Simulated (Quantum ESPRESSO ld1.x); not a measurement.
Input file for ld1.x (Quantum ESPRESSO 7.5):

```
 &input
    atom='Ar',
    iswitch=1,
    rel=1,
    lsd=1,
    dft='PZ',
    config='[Ne] 3s2 3p3',
    verbosity='high',
    prefix='ld1',
    max_out_wfc=37,
    file_charge='ld1.rho',
 /
```

Command: `OMP_NUM_THREADS=1 ld1.x < ld1.in > ld1.out`

Standard output:

```
     Program LD1 v.7.5 starts

     --------------------------- All-electron run ----------------------------

     scalar relativistic calculation

     atomic number is 18.00
     dft =PZ   lsd =1 sic =0 latt =0  beta=0.20 tr2=1.0E-14
     Exchange-correlation= PZ
                           (   1   1   0   0   0   0   0)
     mesh =1937 r(mesh) =  99.24864 a.u. xmin = -8.00 dx = 0.00800
     1 Ry =  13.60569312 eV, c = 137.03599908

     n l     nl                  e(Ry)          e(Ha)          e(eV)
     1 0     1S 1( 1.00)    -232.268252238    -116.134126119  -3160.1705622
     2 0     2S 1( 1.00)     -25.291248899     -12.645624449   -344.1049712
     2 1     2P 1( 3.00)     -20.456732351     -10.228366175   -278.3280227
     3 0     3S 1( 1.00)      -4.925158445      -2.462579222    -67.0101944
     3 1     3P 1( 3.00)      -3.782289021      -1.891144510    -51.4606637
     1 0     1S 2( 1.00)    -232.206578783    -116.103289391  -3159.3314521
     2 0     2S 2( 1.00)     -25.225842960     -12.612921480   -343.2150781
     2 1     2P 2( 3.00)     -20.375895452     -10.187947726   -277.2281806
     3 0     3S 2( 1.00)      -4.628120794      -2.314060397    -62.9687913
     3 1     3P 2( 0.00)      -3.499584637      -1.749792319    -47.6142746

     final scf error:  4.3E-15 reached in  20 iterations

     Etot =   -1049.385048 Ry,    -524.692524 Ha,  -14277.610925 eV
     Total magnetization:    3.00 Bohr mag.

     Ekin =    1054.369474 Ry,     527.184737 Ha,   14345.427503 eV
     Encl =   -2456.772008 Ry,   -1228.386004 Ha,  -33426.086016 eV
     Eh   =     409.131868 Ry,     204.565934 Ha,    5566.522641 eV
     Exc  =     -56.114381 Ry,     -28.057191 Ha,    -763.475052 eV

     normalization and overlap integrals

     s(1S/1S) =  1.000000  <r> =   0.0859  <r2> =    0.0099  r(max) =   0.0560
     s(1S/2S) = -0.001390
     s(1S/3S) = -0.000497
     s(2S/2S) =  1.000000  <r> =   0.4151  <r2> =    0.2045  r(max) =   0.3388
     s(2S/3S) = -0.000264
     s(2P/2P) =  1.000000  <r> =   0.3765  <r2> =    0.1762  r(max) =   0.2796
     s(2P/3P) = -0.000207
     s(3S/3S) =  1.000000  <r> =   1.2868  <r2> =    1.8966  r(max) =   1.1339
     s(3P/3P) =  1.000000  <r> =   1.3857  <r2> =    2.2293  r(max) =   1.1896
     s(1S/1S) =  1.000000  <r> =   0.0859  <r2> =    0.0099  r(max) =   0.0560
     s(1S/2S) = -0.001390
     s(1S/3S) = -0.000493
     s(2S/2S) =  1.000000  <r> =   0.4145  <r2> =    0.2038  r(max) =   0.3388
     s(2S/3S) = -0.000262
     s(2P/2P) =  1.000000  <r> =   0.3760  <r2> =    0.1756  r(max) =   0.2796
     s(2P/3P) = -0.000204
     s(3S/3S) =  1.000000  <r> =   1.2990  <r2> =    1.9384  r(max) =   1.1339
     s(3P/3P) =  1.000000  <r> =   1.4108  <r2> =    2.3207  r(max) =   1.1992

     ------------------------ End of All-electron run ------------------------
```

Run on one thread of a shared host, so times are rough (Intel(R) Xeon(R) Processor @ 2.60GHz): 0.41 s of CPU time, 1.6 s wall, 20 iterations on 1937 mesh points.
